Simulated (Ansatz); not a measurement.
Sn₃O₃⁻. Charge -1, multiplicity 2. Geometry B3LYP-D4/def2-SVPD; atoms count from 1.

```xyz
6

Sn    0.1844   -2.0319    0.0224
Sn    1.5383    0.7112   -1.1362
Sn   -1.2612    1.1288    1.1989
O     0.3576    1.7799    0.1913
O     0.1251   -0.7299   -1.5820
O    -0.9442   -0.8581    1.3056
```

In the def2 sets Sn takes a core potential; there is no spin–orbit coupling. Another isomer (doublet) lies 0.24 eV lower at PBE0-D4/def2-TZVPD; other spin states weren't run for this one.

(1) Estimate the Mulliken populations from the PBE0/def2-TZVPD orbitals of Ansatz.

(2) Where does the spin sit?

(3) And the Mayer bond orders between bonded heavy atoms (over 0.3)?

Results:

(1) 
| atom | charge (e) | spin (α − β) |
| --- | --- | --- |
| Sn1 | 0.44 | 0.52 |
| Sn2 | 0.44 | 0.52 |
| Sn3 | 0.70 | 0.08 |
| O4 | -0.83 | -0.05 |
| O5 | -0.93 | -0.02 |
| O6 | -0.83 | -0.05 |
Mulliken values and Mayer orders depend strongly on the basis. With diffuse functions, as here, like atoms can get unlike values, and bond orders can come out too low or too high.

(2) Summed by element: Sn 1.12, O -0.12, of 1 unpaired in all. Largest on single atoms: Sn2 0.52, Sn1 0.52, Sn3 0.08.

(3) Sn1–Sn2 0.65 (3.27 Å); Sn1–O5 0.59 (2.07 Å); Sn1–O6 0.48 (2.07 Å); Sn2–O4 0.48 (2.07 Å); Sn2–O5 0.59 (2.07 Å); Sn3–O4 0.71 (2.01 Å); Sn3–O6 0.71 (2.01 Å).
